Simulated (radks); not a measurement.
The numbers below are computed, except where a source is named.
Effect of the nuclear size on the fluorine ion F+, [He] 2s2 2p4. Level of theory: Dirac Kohn-Sham, LDA (Slater exchange, Perdew-Wang correlation), spin-unpolarised, spherical densities, finite nucleus; open shells are shared between the two j in proportion to 2j + 1; Fermi nuclear charge, rms radius 2.8976 fm (a radial shooting solver on a logarithmic mesh with Libxc functionals). The rms radius is varied about that value; shifts are against it.

rms radius (fm),total energy shift (eV),density at nucleus (e/bohr^3),1s1/2 shift (meV)
2.4427,-0.000205,461.5,-0.082
2.7295,-0.0000798,461.2,-0.032
2.8976,0,461,0.000
3.141,0.000124,460.8,0.050
3.4481,0.000294,460.6,0.118

Slopes of the eigenvalues against <r^2> in GHz/fm^2, as finite differences over the two radii next to the reference (eigenvalue slopes, not the field-shift constants of lines): 1s1/2 8.20.
